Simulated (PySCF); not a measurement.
# What a mistake does to a calculation on BClH4Si

Calculated results; nothing here was measured. The program is PySCF 2.14.0, an open-source quantum chemistry code, run on an isolated molecule that a program drew, which may never have been made. The molecule is BClH4Si (charge 0, singlet), drawn as the SMILES string `[SiH3]BCl`.

Each row is a Hartree-Fock (HF) and frozen-core CCSD(T) single point in the cc-pV(D+d)Z basis, meant for a local HF minimum. Run 1 is clean. Each other run has one planted mistake out of seven kinds, and not every kind appears here: one electron removed, one electron added, multiplicity raised by two, geometry at a saddle point, minimal basis STO-3G, one bond length entered in bohr, all coordinates scaled. The reference is restricted for singlets and unrestricted otherwise, and also for a bond in bohr. Adding or removing an electron swaps singlet and doublet. Electrons count all cores. HOMO and LUMO are orbital energies over both spins, the gradient is its largest component, and the lowest frequency (negative if imaginary) is given only where the gradient is small. Bond lengths are over the 6 bonds as drawn. T1 is the CCSD diagnostic: over 0.02 (restricted) or 0.045 (unrestricted) a single reference is doubtful.

Geometry of the clean run:
```xyz
7
BClH4Si, angstrom
Si   -2.0496    0.0229   -0.4632
B    -3.0765    1.4073   -1.5584
Cl   -3.4531    1.1490   -3.2623
H    -2.8869   -0.3957    0.6892
H    -0.8123    0.6504    0.0658
H    -1.6876   -1.1705   -1.2612
H    -3.4615    2.4403   -1.0961
```

```
run,electrons,basis functions,<S^2>,HOMO (eV),LUMO (eV),gradient (hartree/bohr),lowest frequency (cm^-1),mean bond (Å),longest bond (Å),T1,HF (hartree),CCSD(T) (hartree),mistake
1,40,80,0.000,-10.95,1.43,1.4e-05,29,1.5753,2.042,0.0144,-775.47052,-775.85493,no fault
2,40,80,0.000,-10.93,1.50,1.2e-02,-,1.5532,2.014,0.0142,-775.46935,-775.85354,all coordinates scaled
3,41,80,0.763,-0.59,8.72,5.0e-02,-,1.5753,2.042,0.0121,-775.45331,-775.85059,?
4,40,80,2.014,-7.45,-1.96,3.3e-02,-,1.5753,2.042,0.0351,-775.33667,-775.71812,?
```

**Which mistake was planted in run 3, and what did it cost?**

It counts 41 electrons, one more than the clean run, at the same geometry and basis. So the mistake is: one electron added. Subtracting run 1 and multiplying by 627.51 kcal/mol a hartree, the energy moved by 10.8 kcal/mol in HF and 2.7 kcal/mol in CCSD(T).

**Which mistake was planted in run 4, and what did it cost?**

Electrons, basis and geometry are unchanged, and <S^2> is 2.014, beside S(S+1) = 2.00 for a multiplicity of 3. So the mistake is: multiplicity raised by two. Subtracting run 1 and multiplying by 627.51 kcal/mol a hartree, the energy moved by 84.0 kcal/mol in HF and 85.8 kcal/mol in CCSD(T).

Cautions from the logs. Run 3: the added electron raises the CCSD(T) energy, so it isn't bound in this basis.
